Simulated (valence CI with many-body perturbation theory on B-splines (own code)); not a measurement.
**Sensitivity of CI+MBPT for In**

Method: configuration interaction combined with many-body perturbation theory (CI+MBPT): three valence electrons over a frozen Dirac-Fock core [Kr] 4d10, a basis of 6 s, 6 p, 5 d, 3 f, 1 g functions for each j, with the one-electron correlation potential Σ1 (screened to all orders), the two-electron term Σ2, the three-electron term Σ3, Breit, model QED; selected single and double excitations, second order for the rest, scaled by the run's own slope (own B-spline code, finite nucleus).

Against 9 measured levels this calculation errs by 245 cm⁻¹ on average and by 605 at most. These come from a selection out of the NIST Handbook of Basic Atomic Spectroscopic Data. Levels without a partner in it may be off by more. 1 measured level below the end of the list, from 36302 cm⁻¹ on, found no clear computed partner.

The reference run has the lowest level 5s2.5p 2P°_1/2 and an ionisation energy of 5.76848 eV. Its largest variational space holds 3426 state functions.

```tsv
Level	Reference (cm⁻¹)	Shift (cm⁻¹)
5s2.5p 2P°_3/2	2197	-411
5s2.6s 2S_1/2	24391	-109
5s2.6p 2P°_1/2	31726	-152
5s2.6p 2P°_3/2	32020	-206
5s2.5d 2D_3/2	32800	-272
5s2.5d 2D_5/2	32819	-276
5s.5p2 4P_1/2	34374	-858
5s.5p2 4P_3/2	35416	-1070
5s.5p2 4P_5/2	36860	-1318
5s2.7p 2P°_1/2	38474	-162
5s2.7p 2P°_3/2	38585	-183
```

The ionisation energy moves by -0.02257 eV.

Which of these changes was made?
A. box radius (bohr) 49.232 → 50
B. factor on the speed of light 1 → 1.1
C. highest l in the core sums 6 → 4; box radius (bohr) 49.232 → 50
D. highest l with Σ1, explicit Σ2 and valence Breit (higher l get mean screening factors) 3 → 1

B. factor on the speed of light 1 → 1.1.
